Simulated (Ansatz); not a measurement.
Steps of a relaxation of `C[N](C)[GaH]` radical with UKS PBE0-D4/def2-TZVP.

```sh
$ ansatz run in.yaml --threads 2 --pin off --events-out ev --progress --plain --max-ram 32768MiB --backend cuda --devices 0, --max-vram 18GiB
```

```yaml
crystal:
  periodic: [false, false, false]
  atoms:
    - {symbol: C, position_ang: [-0.471433, 0.965777, -0.469172]}
    - {symbol: N, position_ang: [-0.043053, -0.335477, 0.006550]}
    - {symbol: C, position_ang: [1.114301, -0.286005, 0.875628]}
    - {symbol: Ga, position_ang: [-0.906243, -1.907567, -0.490520]}
    - {symbol: H, position_ang: [-1.362481, 0.874990, -1.123152]}
    - {symbol: H, position_ang: [-0.739602, 1.647431, 0.375139]}
    - {symbol: H, position_ang: [0.329261, 1.478766, -1.056730]}
    - {symbol: H, position_ang: [0.925262, 0.336578, 1.784200]}
    - {symbol: H, position_ang: [1.394838, -1.303266, 1.216389]}
    - {symbol: H, position_ang: [2.002538, 0.157879, 0.362949]}
    - {symbol: H, position_ang: [-2.178086, -1.686107, -1.460781]}
basis:
  gaussian: {orbitals: def2-TZVP}
magnetization: {spin_polarized: true, initial_magnetization: 1}
hamiltonian: {xc: pbe0, dispersion: d4}
relax: {f_tol: 0.005, max_steps: 150}
```

Positions (Å) and forces (eV/Å) along the path, 6 of 6 steps:

```xyz
11
step=1 energy=-56045.1972 eV
C    -0.471    0.966   -0.469   -0.021    0.243   -0.038
N    -0.043   -0.335    0.007   -0.039   -0.111   -0.027
C     1.114   -0.286    0.876    0.180    0.077    0.125
Ga   -0.906   -1.908   -0.491    0.063    0.504    0.011
H    -1.362    0.875   -1.123    0.437    0.012    0.322
H    -0.740    1.647    0.375    0.126   -0.355   -0.387
H     0.329    1.479   -1.057   -0.369   -0.277    0.281
H     0.925    0.337    1.784    0.056   -0.306   -0.440
H     1.395   -1.303    1.216   -0.153    0.487   -0.180
H     2.003    0.158    0.363   -0.437   -0.219    0.217
H    -2.178   -1.686   -1.461    0.156   -0.055    0.116
11
step=2 energy=-56045.2357 eV
C    -0.465    0.963   -0.464   -0.021    0.087   -0.022
N    -0.044   -0.334    0.006   -0.051   -0.120   -0.039
C     1.108   -0.282    0.870    0.061    0.010    0.050
Ga   -0.907   -1.890   -0.488    0.075    0.221    0.044
H    -1.345    0.873   -1.113    0.121    0.020    0.088
H    -0.731    1.633    0.374    0.041   -0.105   -0.119
H     0.331    1.466   -1.044   -0.112   -0.082    0.089
H     0.916    0.332    1.769    0.019   -0.091   -0.134
H     1.387   -1.288    1.205   -0.035    0.140   -0.046
H     1.984    0.159    0.359   -0.136   -0.064    0.065
H    -2.168   -1.690   -1.453    0.037   -0.014    0.026
11
step=3 energy=-56045.2401 eV
C    -0.464    0.962   -0.464    0.002    0.014    0.001
N    -0.045   -0.335    0.004   -0.015   -0.024   -0.016
C     1.105   -0.282    0.867    0.007    0.007    0.007
Ga   -0.904   -1.881   -0.482    0.001    0.007    0.007
H    -1.339    0.877   -1.111   -0.002   -0.002   -0.002
H    -0.728    1.626    0.372   -0.003    0.003    0.008
H     0.331    1.462   -1.037    0.007    0.001   -0.003
H     0.911    0.329    1.761   -0.002    0.002    0.007
H     1.385   -1.283    1.200    0.001   -0.005    0.000
H     1.974    0.159    0.358    0.005    0.003   -0.005
H    -2.161   -1.691   -1.448   -0.002   -0.005   -0.003
11
step=4 energy=-56045.2401 eV
C    -0.463    0.962   -0.462   -0.005    0.000   -0.002
N    -0.047   -0.336    0.005    0.002    0.000   -0.009
C     1.104   -0.281    0.866   -0.008   -0.006    0.000
Ga   -0.907   -1.882   -0.481    0.003    0.002    0.006
H    -1.338    0.880   -1.111   -0.007    0.000   -0.006
H    -0.726    1.626    0.374   -0.004    0.006    0.008
H     0.334    1.460   -1.034    0.007    0.004   -0.006
H     0.910    0.330    1.760    0.001    0.004    0.012
H     1.386   -1.282    1.200    0.004   -0.009    0.003
H     1.971    0.161    0.355    0.010    0.002   -0.003
H    -2.161   -1.695   -1.451   -0.003   -0.002   -0.002
11
step=5 energy=-56045.2401 eV
C    -0.462    0.967   -0.463    0.002   -0.001    0.003
N    -0.046   -0.332    0.002   -0.006    0.002   -0.010
C     1.104   -0.282    0.866   -0.008    0.003   -0.005
Ga   -0.906   -1.880   -0.477   -0.007   -0.010   -0.002
H    -1.336    0.885   -1.113   -0.003    0.000   -0.003
H    -0.726    1.629    0.374   -0.001    0.001    0.002
H     0.335    1.466   -1.034    0.002    0.001   -0.001
H     0.910    0.326    1.762    0.001    0.002    0.004
H     1.382   -1.285    1.195    0.009   -0.006    0.007
H     1.973    0.160    0.357    0.003    0.001    0.000
H    -2.162   -1.710   -1.449    0.009    0.008    0.006
11
step=6 energy=-56045.2402 eV
C    -0.462    0.965   -0.464   -0.001   -0.001   -0.001
N    -0.045   -0.334    0.001    0.004   -0.004    0.004
C     1.104   -0.282    0.865    0.001    0.004   -0.001
Ga   -0.908   -1.881   -0.476   -0.001    0.001    0.000
H    -1.335    0.882   -1.115    0.000    0.000    0.000
H    -0.729    1.627    0.373    0.000    0.000    0.000
H     0.336    1.465   -1.033    0.000    0.000    0.000
H     0.909    0.324    1.762   -0.001    0.001    0.001
H     1.387   -1.284    1.195   -0.002   -0.001   -0.002
H     1.972    0.163    0.358    0.000    0.000   -0.001
H    -2.162   -1.702   -1.447   -0.001    0.000   -0.001
```

Run time 21 s (2 threads of an AMD EPYC 7R13 on a shared host and a share of an NVIDIA H100 80 GB); peak host memory 0.87 GiB.
